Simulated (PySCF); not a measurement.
Ionisation energy of Co⁺ by level of theory

Co⁺ [Ar] 3d8 (3F) → Co²⁺ [Ar] 3d7 (4F), as a difference of total energies. Computed with PySCF 2.14 in def2-SVP, with no relativity, point nucleus. Correlated levels: valence: [Ar] frozen. The calculations carry no spin-orbit coupling.

```json
{"method": "UHF", "ionisation energy (eV)": "13.842", "difference from reference (eV)": "-3.242"}
{"method": "TPSS", "ionisation energy (eV)": "16.645", "difference from reference (eV)": "-0.439"}
{"method": "PBE0", "ionisation energy (eV)": "16.555", "difference from reference (eV)": "-0.529"}
{"method": "MP2 (valence)", "ionisation energy (eV)": "15.777", "difference from reference (eV)": "-1.307"}
{"method": "SCS-MP2 (valence)", "ionisation energy (eV)": "15.649", "difference from reference (eV)": "-1.435"}
```

Reference: 17.084 eV (measured; NIST Atomic Spectra Database, ionization energies).

These non-relativistic numbers lack the scalar-relativistic shift.

The reference lies between the lowest fine-structure levels, while these numbers refer to the centres of the terms.

Errors of the correlated levels include the incompleteness of this basis and the frozen core.
